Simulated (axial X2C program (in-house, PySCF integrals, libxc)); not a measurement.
**SbBr: from the spin-free to the two-component result**

Computed with an in-house relativistic program for diatomic molecules. Spin-free means the one-electron spin-free X2C Hamiltonian; two-component (2c) means X2C with spin–orbit coupling and atomic mean-field two-electron Coulomb and Gaunt terms, so the difference of the two also holds small scalar two-electron terms. Basis: Sb dyall-cv3z [11s12p8d4f1g], Br dyall-cv3z [8s9p6d4f1g] (cores contracted in-house); Gaussian nuclei, density fitting, unrestricted open shells. Masses: Sb 120.904 u, Br 78.918 u.

Spin-free state: M_S = 1, Λ = 0 (beyond evenly filled blocks: π+α, π-α); fragments Sb + Br.

```
level  Re (Å)  ωe (cm⁻¹)  De (eV)  μ (D)
 PBE0   2.487      261.5    2.822  -1.79
PBE50   2.467      271.2    2.672  -1.89
```

Dipoles are positive if Br is the positive end.

Two-component determinant lowest at the distance of the search:

Ω = 1 (⟨Sz⟩ = 0.99, ⟨Lz⟩ = 0.01 at PBE0); fragments Sb + Br.

```csv
level,Re (Å),ωe (cm⁻¹),De (eV),μ (D)
PBE0,2.490,259.5,2.667,-1.79
PBE50,2.470,269.4,n/a,-1.89
```

(1) From the two tables, how do the constants change at the PBE0 level (2c against spin-free)?

The state is one determinant whose occupation by symmetry is held fixed; it was picked as the lowest of a PBE0 search that is not exhaustive. Dissociation energies refer to the lowest single-determinant-based atoms at the same level and basis. De is not given where an atomic determinant may have missed its ground term or J level, or where the truncated virtual space spoils (T). Density functionals use the spin component along the axis (collinear). PBE0 can misorder states that lie within some tenths of an eV, so this need not be the ground state of the molecule. The nearest other spin-free determinant of the search, M_S = 0, Λ = 2, lies 0.79 eV up at the distance of the search. Without a current term, density functionals place determinants with orbital angular momentum somewhat too high. With several unpaired electrons one determinant need not be a pure state. Open-shell Ω = 0 determinants with evenly filled partner blocks cannot be reached by this program, so the Ω shown need not be the lowest component. This is the Ω = 1 component of a π² triplet; the 0⁺ component is not one determinant and can lie lowest.

## Answers

(1) At the PBE0 level Re rises by 0.003 Å and ωe falls by 2.0 cm⁻¹; De changes by -0.155 eV.
